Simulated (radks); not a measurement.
Problem. The mean radii <r> (bohr) of the occupied orbitals of an atom or ion are listed with their occupations. All-electron calculation, Dirac Kohn-Sham, PBEsol, spin-unpolarised, spherical densities, point nucleus. Program: a radial shooting solver on a logarithmic mesh with Libxc functionals.

| orbital | occ. | <r> |
|---|---|---|
| 1s1/2 | 2 | 0.07655 |
| 2s1/2 | 2 | 0.3334 |
| 2p1/2 | 0.666667 | 0.2888 |
| 2p3/2 | 1.33333 | 0.2908 |

Name the element and its charge. Open shells, if any, are shared by 2j + 1.

Solution. Z = 20, calcium, charge +14: Ca14+ in [He] 2s2 2p2. The 1s radius gives Z: for a bare nucleus <r> = (2 gamma + 1)/(2Z) with gamma = sqrt(1 - (Z/c)^2), 0.07446 bohr for Z = 20, and screening makes it slightly larger (0.07655 here). The occupations add up to 6, and the charge is Z minus that.
